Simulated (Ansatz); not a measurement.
Reaction (alkene loss): `CC(C)(C)I` → HI + `C=C(C)C`

Computed with Ansatz on PBE0-D4/def2-TZVP structures; ΔE is electronic, products minus reactants. CCSD(T)/CBS adds triple-zeta CCSD(T) − MP2 to the extrapolated MP2 energy (def2 sets, frozen cores). This one scheme is used for every species. Functionals use def2-TZVPP. Elements past krypton have def2 core potentials. For I outer-core shells are correlated without core-valence functions, which leaves a few kJ/mol of doubt a bond.

```csv
species,ωB97X-V energy (Eh)
`CC(C)(C)I`,-455.56835
HI,-298.29356
`C=C(C)C`,-157.23545
```

**Question.** Work out ΔE.

**Answer.** ΔE = (-298.29356) + (-157.23545) − (-455.56835) = 0.03934 Eh = +1.07 eV. CCSD(T)/CBS gives +1.11 eV.

Largest T1 diagnostic among the species: 0.010.

The D4 term adds +0.23 eV with B3LYP and +0.12 eV with PBE0; it sums over pairs of atoms, weighted by their polarisabilities, and B3LYP, whose exchange is more repulsive, gets the larger term. In def2-TZVPP, CCSD(T) changes the Hartree–Fock value by +0.46 eV (the triples alone add +0.06 eV) and MP2 by +0.66 eV.

B3LYP here is the variant with VWN-RPA as its local correlation; programs differ in this.
